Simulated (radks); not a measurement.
Spherical quantum dot in the effective-mass picture: electrons in a well V = -V0 / (1 + exp((r - R)/a)) with V0 = 8.75, R = 2.7, a = 0.28, all in effective atomic units (hartree* = m*/eps^2 hartree, bohr* = eps/m* bohr), one dielectric constant everywhere. Method: non-relativistic Kohn-Sham, LDA (Slater exchange, Perdew-Wang correlation), spin-polarised, spherical densities; computed with a radial shooting solver with Libxc functionals. Levels are named by radial order and angular momentum (1s, 1p, 1d, 2s, ...), and open shells are averaged over m. Results are scaled to m* = 0.12 and eps = 7.6, for which hartree* = 56.53 meV and bohr* = 3.351 nm.

N = 10, configuration 1s2 1p6 1d(up 2, down 0). This is the lowest configuration that the search found. Occupied and some empty levels:

level    occupation  eigenvalue (meV)  <r> (nm)
1s up             1           -170.22     5.266
1s down           1           -167.54     5.237
1p up             3           -140.87     5.929
1p down           3           -137.83     5.921
1d up             2           -99.649     6.430
1d down           0           -96.474     6.431
2s up             0           -63.819     5.021
2s down           0           -62.087     5.032
1f up             0           -49.229     6.855
1f down           0           -46.059     6.862
2p up             0           -6.3784     5.898
2p down           0           -4.3999     5.903

Energy (meV): total -2744.47, kinetic 593.95, external -4531.8, Hartree 1451.0, exchange-correlation -257.54.
